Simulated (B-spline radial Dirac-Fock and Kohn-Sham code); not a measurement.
**How core holes in Cr¹²⁺ decay**

System: Cr¹²⁺, configuration [Ne] 3s2.

The run's input, task.json:

```json
{"items": [{
  "Z": 24,
  "q": 12,
  "cfg": [[1, 0, 2], [2, 0, 2], [2, 1, 6], [3, 0, 2]],
  "A": 52,
  "rrms": 3.6452,
  "do": ["binding", "quiet", "decay"],
  "holes": ["K", "L1", "L2", "L3", "M1"]
}]}
```

Command: `python xray_run.py task.json out`

The computed values come from an atomic code on a B-spline grid: independent-particle radiative and Coulomb Auger rates from relativistic LDA hole-state orbitals, with Dirac-Fock energies.

Partial widths are in eV. Coster-Kronig decay leaves a hole in the same principal shell; its rates are the weakest part of the model, often 1.5 to 2.5 times too large and more for N holes. Holes without an open Auger channel, or with an unreliable SCF state, are not listed.

| hole | radiative | Auger | Coster-Kronig | total | fluorescence yield | lifetime (fs) |
| --- | --- | --- | --- | --- | --- | --- |
| K | 0.266 | 0.655 | 0 | 0.921 | 0.288 | 0.715 |
| L1 | 8.04e-05 | 0.0465 | 0 | 0.0466 | 0.00173 | 14.1 |
| L2 | 0.000194 | 0.00405 | 0 | 0.00425 | 0.0457 | 155 |
| L3 | 0.000202 | 0.00410 | 0 | 0.00430 | 0.0471 | 153 |
